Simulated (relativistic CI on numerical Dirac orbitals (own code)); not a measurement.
# What each ingredient does to the levels of Yb34+

Base calculation: Dirac-Coulomb-Breit CI, orbitals from a KLI potential per configuration, model QED, unscaled Slater integrals.

Configuration list (outside the closed core [Ar] 3d10): 4s²4p⁶, 4s²4p⁵4d, 4s4p⁶4d, 4s²4p⁵4f, 4s4p⁶4f, 4s²4p⁵5s, 4p⁶4d4f, 4s²4p⁵5p, 4s4p⁶5s, 4s²4p⁵5d, 4s4p⁶5p, 4s²4p⁵5f, 4s²4p⁵5g, 4s4p⁶5d, 4p⁶4f5s, 4s²4p⁵6s, 4s4p⁶5f, 4s²4p⁵6p, 4s4p⁶5g, 4s²4p⁵6d, 4s²4p⁵6f, 4p⁶4d², 4p⁵4d³, 4p⁵4d²4f, 4p⁵4d²5s, 4p⁵4d²5p, 4p⁶4f², 4p⁵4d4f², 4p⁵4f³, 4p⁵4f²5s, 4p⁵4f²5p, 4p⁶4d5s, 4p⁵4d4f5s, 4p⁵4d5s², 4p⁵4d5s5p. Double excitations out of closed p, d and f shells are left out; levels of such configurations are missing from the list, as are those of other unlisted configurations, and high levels can miss mixing partners. These lack a partner that the ground configuration has and come out too high: 4s²4p⁵5d, 4s²4p⁵5f, 4s²4p⁵5g, 4s²4p⁵6s, 4s²4p⁵6p.

Variants: (1) valence Slater integrals scaled by 0.9; (2) non-relativistic limit. Shifts of the energy above 4s²4p⁶ ¹S0, in eV, for the lowest level and the first level of each name with at least 55 % of one term (blank where a level changes its place among those of its configuration and J or its character, or is not in the variant):

```
        Level     Base    Δ(1)      Δ(2)
   4s²4p⁶ ¹S0    0.000   0.000     0.000
4s²4p⁵4d ³P°0  134.554  +0.892    -4.598
4s²4p⁵4d ³P°1  138.499  +0.621    -8.543
4s²4p⁵4d ³F°3  141.532  +0.233    -8.216
4s²4p⁵4d ³F°4  152.241  +0.541   -18.926
4s²4p⁵4d ³D°3  159.887  -0.261   -19.016
4s²4p⁵4d ³F°2  207.512  +0.378          
4s²4p⁵4d ¹P°1  229.990  -2.458   -55.510
  4s4p⁶4d ³D1  301.091  +1.619   -76.504
  4s4p⁶4d ³D2  305.626  +1.323   -81.039
  4s4p⁶4d ³D3  316.385  +1.340   -91.798
 4s²4p⁵4f ³G4  328.017  +0.153   -21.196
  4s4p⁶4d ¹D2  328.119  -0.427   -91.445
 4s²4p⁵4f ³G5  329.054  +0.346   -22.233
 4s²4p⁵4f ³D1  332.078  -0.711   -25.401
 4s²4p⁵4f ³F4  335.579  -0.308          
 4s²4p⁵4f ³G3  395.469  +0.139          
 4s4p⁶4f ³F°2  497.533  +0.143   -97.066
 4s4p⁶4f ³F°3  498.452  +0.113   -97.986
 4s4p⁶4f ³F°4  500.707  +0.155  -100.240
 4s4p⁶4f ¹F°3  505.060  -0.313  -100.007
4s²4p⁵5s ³P°2  566.105  +0.125
```

At this charge energies of transitions that change n are usually good to better than 1 %, and those within a shell (Δn = 0) to a few per cent.

Ionisation energy from the two ground configurations alone: base 1515.78 eV. The NIST ASD value (theoretical) is 1516 eV.

LS names give the leading component of a level, which can be under half, so a name can repeat, a term be missing and a line seem to break the LS rules.
